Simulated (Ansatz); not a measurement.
C4H9LiO, singlet, geometry from GFN2-xTB (such geometries of metal compounds can be far from the true shape). Base run: R2SCAN/6-31G run with Ansatz (an electronic-structure program).

The Ansatz input:
Ansatz 0.2 input:
```yaml
crystal:
  periodic: [false, false, false]
  atoms:
    - {symbol: Li, position_ang: [0.95282533, 1.83910014, 1.90101642]}
    - {symbol: O, position_ang: [0.43255239, 0.83489297, 0.86300098]}
    - {symbol: C, position_ang: [-0.03502592, -0.06760544, -0.06988148]}
    - {symbol: C, position_ang: [1.00996337, -1.17350099, -0.30087268]}
    - {symbol: C, position_ang: [-1.34138713, -0.70998579, 0.42925014]}
    - {symbol: C, position_ang: [-0.30790875, 0.64947623, -1.40393297]}
    - {symbol: H, position_ang: [0.65889409, -1.89504914, -1.03388174]}
    - {symbol: H, position_ang: [1.20824296, -1.68396616, 0.63909625]}
    - {symbol: H, position_ang: [1.93671757, -0.72571334, -0.65307142]}
    - {symbol: H, position_ang: [-1.15549998, -1.21800808, 1.37306708]}
    - {symbol: H, position_ang: [-1.72553327, -1.42501360, -0.29348815]}
    - {symbol: H, position_ang: [-2.08443706, 0.06696570, 0.59554582]}
    - {symbol: H, position_ang: [0.61189980, 1.10687161, -1.76194522]}
    - {symbol: H, position_ang: [-1.04551189, 1.43359257, -1.24729881]}
    - {symbol: H, position_ang: [-0.67751677, -0.04642778, -2.15245897]}
basis:
  gaussian:
    orbitals: 6-31G
hamiltonian:
  xc: r2scan
```

Variants of this job, named by their change:

```tsv
change	E (Eh)
base	-240.41884
functional = hse06	-240.25442
functional = hf	-238.96557
functional = wB97X	-240.50655
functional = cam_b3lyp	-240.43076
functional = wB97X-V	-240.49105
functional = SVWN5	-238.39273
functional = B97M-V	-240.57219
functional = pbe; dispersion = d4	-240.24850
functional = pbe0; dispersion = d4	-240.27862
functional = b3lyp	-240.57727
functional = blyp	-240.44721
functional = BHLYP	-240.41365
```

Totals shift with the method and basis; they matter in differences.
